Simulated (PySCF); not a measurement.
Hf(Cl)2(OSiH3) (Cl₂H₃HfOSi), SMILES [SiH3][O][Hf]([Cl])[Cl] (connectivity only; charge and spin as stated), neutral, multiplicity 2. Atoms are numbered in the order given.

```xyz
8

Hf     0.0863     0.0659     0.2860
Cl    -0.2784    -1.5413     1.9654
Cl     1.0812     2.1610     0.6809
O     -0.4575    -0.3531    -1.5037
Si    -0.9288    -0.7140    -3.0697
H     -0.5189     0.3994    -3.9723
H     -2.4103    -0.8758    -3.1037
H     -0.2687    -1.9813    -3.4944
```
Charge 0, spin multiplicity 2.

Coordinates come from a PBE0-D3(BJ)/def2-SVP optimisation. The multiplicity is an assumed one; no other spin state was optimised. The isomer is the one that the SMILES or the coordinates give; other isomers of the formula were not compared. The def2 effective core potentials stand for the cores of Hf; spin–orbit coupling is left out. The values are those of a single conformer.

Level of theory: PBE/def2-TZVP in PySCF.

ESP charges are fitted to the potential on shells at 1.4 to 2.0 van der Waals radii. Atomic charges (e):

```json
[
 {"atom": "Hf1", "Löwdin": "[?]", "ESP fit": "0.44", "Mulliken spin": "1.07"},
 {"atom": "Cl2", "Löwdin": "0.05", "ESP fit": "-0.18", "Mulliken spin": "-0.02"},
 {"atom": "Cl3", "Löwdin": "0.05", "ESP fit": "-0.18", "Mulliken spin": "-0.02"},
 {"atom": "O4", "Löwdin": "[?]", "ESP fit": "-0.20", "Mulliken spin": "-0.02"},
 {"atom": "Si5", "Löwdin": "0.14", "ESP fit": "0.27", "Mulliken spin": "0.01"},
 {"atom": "H6", "Löwdin": "[?]", "ESP fit": "-0.05", "Mulliken spin": "0.00"},
 {"atom": "H7", "Löwdin": "[?]", "ESP fit": "-0.05", "Mulliken spin": "0.00"},
 {"atom": "H8", "Löwdin": "[?]", "ESP fit": "-0.05", "Mulliken spin": "0.00"}
]
```

Complete the blanks. (Estimate from the structure and the level; the computed values follow.)


- Hf1, Löwdin: 0.00
- O4, Löwdin: -0.14
- H6, Löwdin: -0.04
- H7, Löwdin: -0.04
- H8, Löwdin: -0.04
